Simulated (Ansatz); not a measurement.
CH9AlSiSn (`C[SiH2][AlH][SnH3]`), relaxed with RKS PBE0-D4/def2-TZVP in the Gaussian-basis code of Ansatz from a PBE-D4/def2-SVP geometry. The force threshold is 0.005 eV/Å; the program also tests the step.

The species carries charge 0 and has multiplicity 1. Sn: def2 effective core potential.

Start:

```xyz
13

C     1.000   -1.810   -0.592
Si   -0.838   -1.388   -0.844
Al   -1.388    0.932   -0.213
Sn    0.366    2.336    1.242
H     1.300   -1.642    0.463
H     1.203   -2.870   -0.847
H     1.642   -1.170   -1.232
H    -1.687   -2.312    0.009
H    -1.238   -1.665   -2.278
H    -2.792    1.607   -0.612
H     2.013    1.918    0.888
H     0.167    2.006    2.937
H     0.252    4.058    1.080
```

Task: By how much does the energy fall, and how many steps does the optimiser take? (Estimate.)

Result: Ansatz gave: 3.86 kJ/mol, in 24 steps, 3 of them rejected.

Task: Which bonds change most? (Best estimate.)

Result: Ansatz gave: Sn4–H12 from 1.738 to 1.715 Å; Si2–H8 from 1.517 to 1.495 Å; Sn4–H11 from 1.736 to 1.714 Å; Sn4–H13 from 1.734 to 1.712 Å.

Task: Give the relaxed structure. (An estimate is asked.)

Result: Computed: 
```xyz
13

C     0.947   -1.859   -0.459
Si   -0.808   -1.358   -0.918
Al   -1.431    0.857   -0.054
Sn    0.403    2.372    1.147
H     1.063   -1.922    0.625
H     1.200   -2.833   -0.885
H     1.668   -1.127   -0.830
H    -1.771   -2.390   -0.424
H    -0.947   -1.341   -2.407
H    -2.915    1.418   -0.187
H     1.998    1.993    0.645
H     0.387    2.136    2.846
H     0.207    4.055    0.900
```
